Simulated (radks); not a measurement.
Q: Radial electron density D(r) = 4 pi r^2 rho(r) of an atom or ion with 40 electrons. All-electron calculation, Dirac Kohn-Sham, PBE, spin-unpolarised, spherical densities, point nucleus. Program: a radial shooting solver on a logarithmic mesh with Libxc functionals.

```
   r/bohr * D(r) (the largest magnitude, 102, reaches the edge; | marks zero)
0.0008493 |*
 0.001088 | *
 0.001395 |  *
 0.001787 |   *
  0.00229 |     *
 0.002935 |        *
 0.003761 |            *
 0.004781 |                *
 0.006127 |                      *
 0.007851 |                             *
  0.01006 |                                   *
  0.01289 |                                        *
  0.01652 |                                          *
  0.02117 |                                         *
  0.02713 |                                      *
  0.03477 |                                     *
  0.04455 |                                         *
  0.05709 |                                                 *
  0.07316 |                                                      *
    0.093 |                                                  *
   0.1192 |                                         *
   0.1527 |                                        *
   0.1957 |                                              *
   0.2508 |                                          *
   0.3214 |                         *
   0.4118 |               *
   0.5278 |               *
   0.6763 |            *
   0.8667 |    *
    1.111 |*
    1.423 *
    1.824 *
```

What is the nuclear charge?

A: Z = 59. The innermost maximum, from 1s, lies near gamma/Z bohr with gamma = sqrt(1 - (Z/c)^2) = 0.903, here 0.0153 bohr (found: 0.0169), and its height grows with Z. The density is that of the praseodymium ion Pr19+ in [Kr] 4d4; the configuration itself is not fixed sharply by these data, and Z only to a few units. D(r) has 4 maxima, at r = 0.0169, 0.0737, 0.210, 0.541 bohr, and minima at 0.0326, 0.138, 0.450 bohr, inside which lie 2.02, 11.11, 29.28 electrons.
